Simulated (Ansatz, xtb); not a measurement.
Ranking isomers of C3H11BrSi2

3 gas-phase structures of C3H11BrSi2, from a drawn sample of its isomers (lower ones may exist). Each was relaxed with GFN2-xTB; where two conformers were screened, the lower at r2SCAN-D4/def2-SVP is listed:

A. `CCC[Si@H]([SiH3])Br`, a singlet
B. `CC[Si@H](C)[SiH2]Br`, a singlet
C. `CC(C)[Si@H]([SiH3])Br`, a singlet

Task: Make a reasoned guess at their ranking by r2SCAN-D4/def2-SVP single-point energy.

Result: Calculated order at r2SCAN-D4/def2-SVP: B (0.0), A (7.6), C (7.7) kcal/mol. Less than 1 kcal/mol parts A and C, so the order within that pair means little.

Energies above the lowest of each column, in kcal/mol; the last columns are at PBE0-D3(BJ)/def2-SVP geometries:

```json
{"structure": "B", "GFN2-xTB": "4.7", "HF/STO-3G": "0.0", "r2SCAN-D4/def2-SVP": "0.0", "PBE0-D3(BJ)/def2-SVP": "0.0", "CCSD(T)/def2-SVP + ΔMP2/def2-TZVPP": "0.0"}
{"structure": "A", "GFN2-xTB": "0.4", "HF/STO-3G": "7.8", "r2SCAN-D4/def2-SVP": "7.6", "PBE0-D3(BJ)/def2-SVP": "7.7", "CCSD(T)/def2-SVP + ΔMP2/def2-TZVPP": "7.7"}
{"structure": "C", "GFN2-xTB": "0.0", "HF/STO-3G": "9.7", "r2SCAN-D4/def2-SVP": "7.7", "PBE0-D3(BJ)/def2-SVP": "7.5", "CCSD(T)/def2-SVP + ΔMP2/def2-TZVPP": "7.8"}
```

CCSD(T)/def2-SVP + ΔMP2/def2-TZVPP puts B lowest; GFN2-xTB picks C. Flexible structures stand in one conformer each, not always the lowest. ΔMP2 is the change of the MP2 energy from the smaller to the larger basis.

Programs: Ansatz 0.2.0, xtb 6.7.1.
